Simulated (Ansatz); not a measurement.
**Ligand exchange: C2H3BrO + GeH3(NH2) → C2H5NO + GeH3Br**

Species: C2H3BrO (acetyl bromide) `CC(=O)Br`, singlet; GeH3(NH2), singlet; C2H5NO (acetamide) `CC(N)=O`, singlet; GeH3Br `[GeH3][Br]`, singlet. The partners trade Br for NH2: C–Br and Ge–NH2 bonds give way to C–NH2 and Ge–Br.

Shapes, held fixed at every level: PBE0-D4/def2-TZVP. Flexible molecules stand in one conformer, not always the lowest. Programs: Ansatz 0.2.0. The zero-point and thermal change to 298 K, harmonic and unscaled (PBE0-D4/def2-TZVP), is +5.2 kJ/mol.

(1) Estimate ΔH(298 K) of this reaction.

## Answers

(1) The highest level, CCSD(T)/def2-TZVPP, gives ΔH(298 K) = -108.3 kJ/mol; the levels span -144.3 to -108.3. The column of differences is taken from that level and isn't an error. No measured value is set beside it here. Relativity is left out for Br, Ge. Outer-core shells of Br, Ge are correlated, in sets that cover them unevenly. CCSD(T)/def2-TZVPP lies outside the range of all other levels here, so it shouldn't be taken on trust.

```csv
level,kind,ΔH(298 K) (kJ/mol),less CCSD(T)/def2-TZVPP
HF/def2-TZVPP,Hartree–Fock,-144.3,-36.0
B3LYP-D4/def2-TZVPP,global hybrid,-114.7,-6.4
PBE0-D4/def2-TZVPP,global hybrid,-122.7,-14.4
r2SCAN0-D4/def2-TZVPP,global hybrid,-125.2,-16.9
wB97X-V/def2-TZVPP,range-separated hybrid,-122.6,-14.3
CCSD(T)/def2-SVP,coupled cluster or CI,-122.0,-13.7
CCSD/def2-SVP,coupled cluster or CI,-128.1,-19.8
CCSD(T)/def2-TZVPP,coupled cluster or CI,-108.3,0.0
```
